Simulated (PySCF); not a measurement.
# Worked example: refractive index and permittivity of the vapour

Zr(OH)2 (H2O2Zr), SMILES [OH][Zr][OH] (connectivity only; charge and spin as stated), neutral, multiplicity 3.

The structure is a stationary point at PBE0-D3(BJ)/def2-TZVP. The multiplicity is an assumed one; other spin states were not compared. The def2 effective core potentials stand for the cores of Zr; spin–orbit coupling is left out. The values are those of a single conformer.

PBE/def2-TZVPD run with PySCF gives a mean static polarisability of 88.2 bohr³ and a dipole moment of 1.19 D. Take an ideal gas at 298.15 K and 1 bar, whether or not the substance is that volatile.

**Question.** Work out n − 1 in the optical limit and the static ε − 1.

**Answer.** 
Polarisability volume α' = 88.2 × 0.148185 = 13.07 Å³. Number density N = p/kT = 2.43e-5 Å⁻³.
Dilute limit of Lorentz–Lorenz: n − 1 = 2π N α' = 0.0020.
Orientation term of Debye: μ²/(3kT) = 8.098 Å³ × μ²(D²) = 11.47 Å³.
ε − 1 = 4π N (α' + μ²/3kT) = 0.0075. Orientation of the dipole supplies 47 % of the static response; it can't follow optical fields. Vibrational polarisation and dispersion are left out.
